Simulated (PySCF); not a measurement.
**Mn (manganese, neutral): PBE0 calculation**

Configuration: [Ar] 3d5 4s2, high-spin 6S determinant. All numbers are calculated (PySCF 2.14, scalar relativity by spin-free X2C-1e, in ANO-R3).

| Property | Result |
| --- | --- |
| Total energy | -1158.355 hartree |
| One-electron energy | -1594.963 hartree |
| Hartree (Coulomb) energy | 488.974 hartree |
| Exchange-correlation energy | -52.367 hartree |
| ⟨S²⟩ | 8.7622 |
| ⟨L²⟩ | 0.000 |
| Sum of ⟨r⟩ | 21.55 bohr |
| Sum of ⟨r²⟩ | 40.89 bohr² |
| Langevin diamagnetic susceptibility | -32.4 ×10⁻⁶ cm³/mol |
| Time after the integrals | 4 s of wall time on 1 thread of Neoverse-N1 (shared host) |

| shell | electrons | mean orbital energy (hartree) | rms radius, mean of both spins (bohr) |
| --- | --- | --- | --- |
| 1s β | 1 | -237.67787 | 0.0703 |
| 1s α | 1 | -237.67782 | 0.0703 |
| 2s α | 1 | -27.89203 | 0.303 |
| 2s β | 1 | -27.80439 | 0.303 |
| 2p α | 3 | -23.59150 | 0.274 |
| 2p β | 3 | -23.51743 | 0.274 |
| 3s α | 1 | -3.43337 | 0.916 |
| 3s β | 1 | -3.19666 | 0.916 |
| 3p α | 3 | -2.23337 | 0.986 |
| 3p β | 3 | -1.97829 | 0.986 |
| 3d α | 5 | -0.38379 | 1.35 |
| 4s α | 1 | -0.22628 | 3.44 |
| 4s β | 1 | -0.18769 | 3.44 |

Densities and radii are taken from the X2C orbitals without a picture-change correction, which distorts them close to the nucleus.
